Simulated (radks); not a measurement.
Species: the rhodium ion Rh37+. Configuration: [He] 2s2 2p4. All-electron calculation, non-relativistic Kohn-Sham, TPSS, spin-polarised, spherical densities, point nucleus; open shells are filled with parallel spins first (spin-orbit coupling, left out, can overturn this in heavy ions); meta-GGA in the generalised Kohn-Sham scheme; relativity is left out, which matters for an element this heavy. Program: a radial shooting solver on a logarithmic mesh with Libxc functionals.

Unscreened Slater integrals over Kohn-Sham orbitals (cm^-1). They are taken over the spin-up orbitals.

integral,value
"F0(2p,2p)",1656200
"F2(2p,2p)",795130
"F0(2p,2s)",1496500
"G1(2p,2s)",835150
"F0(2p,1s)",2233800
"G1(2p,1s)",430330
"F0(2s,2s)",1397600
"F0(2s,1s)",1954100
"G0(2s,1s)",194270
"F0(1s,1s)",6098100

Derived for the open shells (J is the average intra-shell exchange parameter used in DFT+U). 2p: J = F2/5 = 159000 cm^-1.
